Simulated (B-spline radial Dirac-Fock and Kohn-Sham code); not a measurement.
# Elastic scattering of 272 eV electrons by the free nitrogen atom

Method: relativistic (Dirac) partial waves in the static field of the Dirac-Fock atom with Furness-McCarthy exchange, without polarisation or absorption potentials. Computed with a radial atomic solver. Below a few hundred eV the neglected polarisation potential matters, most of all at small angles.

| θ (°) | dσ/dΩ (a₀²/sr) |
| --- | --- |
| 0 | 11.8 |
| 0.5 | 11.8 |
| 1 | 11.8 |
| 2 | 11.6 |
| 4 | 11.1 |
| 8 | 9.16 |
| 12 | 6.85 |
| 16 | 4.78 |
| 24 | 2.11 |
| 32 | 0.962 |
| 45 | 0.370 |
| 60 | 0.189 |
| 75 | 0.124 |
| 90 | 0.0935 |
| 105 | 0.0787 |
| 120 | 0.0711 |
| 135 | 0.0671 |
| 150 | 0.0650 |
| 165 | 0.0640 |
| 180 | 0.0637 |

Problem. What integrated cross sections go with this distribution?

Solution. The total elastic cross section is 5.11 a₀², the first transport cross section 1.36 a₀² and the second, weighted with (3/2) sin²θ, 2.08 a₀². The mean deflection is ⟨1 − cos θ⟩ = 0.266, and 9.0 % of the collisions scatter beyond 90°.
